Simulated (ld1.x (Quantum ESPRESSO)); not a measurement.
scandium, TM: configuration errors across variants

```
Element                 : Sc (Z = 21)
Generator               : ld1.x (Quantum ESPRESSO) 7.5
Type                    : norm-conserving Troullier–Martins (Kleinman–Bylander form)
Functional              : PW91
Relativity              : scalar-relativistic
Frozen core             : [Ar]
Valence charge          : 3
Reference configuration : 3d1 4s1.5 4p0 (charge +0.5)
Partial waves           : 4s (bound): rc 2.80 bohr; 4p (bound, empty): rc 4.15 bohr; 3d (bound): rc 2.15 bohr
Local potential         : the d channel
Core correction         : a·sin(br)/r model core inside 1.10 bohr
```

All-electron excitation energies from the reference (eV): (1) 3d1 4s2 4p0 -2.774; (2) 3d1 4s1 4p0 4.162; (3) 3d1 4s0 4p0 16.947; (4) 3d2 4s1 4p0 -1.122; (5) 3d0 4s2 4p0 5.680; (6) 3d1 4s0 4p1 7.596.

Tests that are not counted but printed errors over 1 eV. “base”: 3d0 4s2 4p1 (solver errors, printed error -25.0 eV). “wave 4p (bound): rc 4.15 bohr becomes 4p (bound): rc 5.38 bohr”: 3d0 4s2 4p1 (solver errors, printed error -25.0 eV). “all radii but the core radius scaled by about 1.35 (s 3.78, p 5.60, d 2.90 bohr)”: 3d0 4s2 4p1 (solver errors, printed error -2.4 eV). “wave 4s (bound): rc 2.80 bohr becomes 4s (bound): rc 3.78 bohr”: 3d0 4s2 4p1 (solver errors, printed error -2.6 eV). “core correction a·sin(br)/r model core inside 2.18 bohr”: 3d0 4s2 4p1 (solver errors, printed error -24.6 eV).

3 further variants failed, have other tests or another functional or relativity, and are left out.

A true bound ghost makes a file unfit for plane-wave use even where its test errors are small: the radial tests pick states by their node count and pass the ghost by. Where a test does run into it, the solver fails or the error is huge.

Errors AE − PS in meV (a dash: test not solved or not reliable):

| change | (1) | (2) | (3) | (4) | (5) | (6) | bound ghosts |
| --- | --- | --- | --- | --- | --- | --- | --- |
| base | 0.0 | -1.0 | -24 | -117 | -320 | -7.5 | s, p |
| wave 4p (bound): rc 4.15 bohr becomes 4p (bound): rc 5.38 bohr | 0.0 | -1.0 | -24 | -117 | -320 | +9.8 | s, p |
| all radii but the core radius scaled by about 1.35 (s 3.78, p 5.60, d 2.90 bohr) | -0.9 | -3.3 | -66 | -47 | +29 | +31 | s |
| wave 4s (bound): rc 2.80 bohr becomes 4s (bound): rc 3.78 bohr | -0.2 | -2.0 | -54 | -89 | -208 | -28 | s, p |
| core correction a·sin(br)/r model core inside 2.18 bohr | +0.6 | 0.0 | -4.5 | -62 | -10 | -1.4 | s, p |
| wave 3d (bound): rc 2.15 bohr becomes 3d (bound): rc 3.24 bohr | -1.6 | -3.5 | -49 | -31 | +126 | -13 | s |
| wave 4s (bound): rc 2.80 bohr becomes 4s (bound): rc 1.96 bohr | 0.0 | -1.2 | -27 | -88 | -249 | -15 | s, p |

Give the same row for: wave 3d (bound): rc 2.15 bohr becomes 3d (bound): rc 2.88 bohr.

-0.5, -2.0, -34, -72, -45, +9.1; bound ghosts: s. Not counted: 3d0 4s2 4p1 (solver errors, printed error -2.5 eV).
